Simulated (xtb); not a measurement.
3-bromo-1-chloro-1-fluoropropa-1,2-diene (C3HBrClF), SMILES FC(Cl)=C=CBr. All values are semi-empirical tight-binding results from xtb (GFN2-xTB unless named), good for trends rather than for accurate numbers. The structure is a stationary point at GFN2-xTB.

Optimised geometry:

```xyz
7

F     -2.3434    -1.4319     0.4591
C     -1.6700    -0.5107    -0.2366
Cl    -2.6925     0.7188    -0.8823
C     -0.3907    -0.5834    -0.4574
C      0.8915    -0.5547    -0.6263
Br     2.0705     0.3312     0.5780
H      1.4121    -1.0312    -1.4417
```
Charge 0, spin multiplicity 1.

### Question
Estimate the properties. (The exact figures need the calculation; the answer reports its results.)

### Answer

* **orbital gap**: 4.01 eV
* **zero-point energy**: 17.9 kcal/mol
* **G − E(el) at 298.15 K (modified RRHO)**: -2.9 kcal/mol
* **static polarisability (D4 model)**: 68.9 bohr³
* **solvation energy, GFN2-xTB/ALPB(water)**: -1.2 kcal/mol
* **solvation energy, GFN2-xTB/ALPB(chcl3)**: -5.9 kcal/mol

Computed atomic charges and the Wiberg bond orders between heavy atoms:
charges (e) F1 -0.17, C2 0.25, Cl3 -0.10, C4 -0.04, C5 0.06, Br6 -0.11, H7 0.10. Bond orders F1–C2 0.99, C2–Cl3 0.98, C2–C4 1.79, C4–C5 1.94, C5–Br6 0.99.
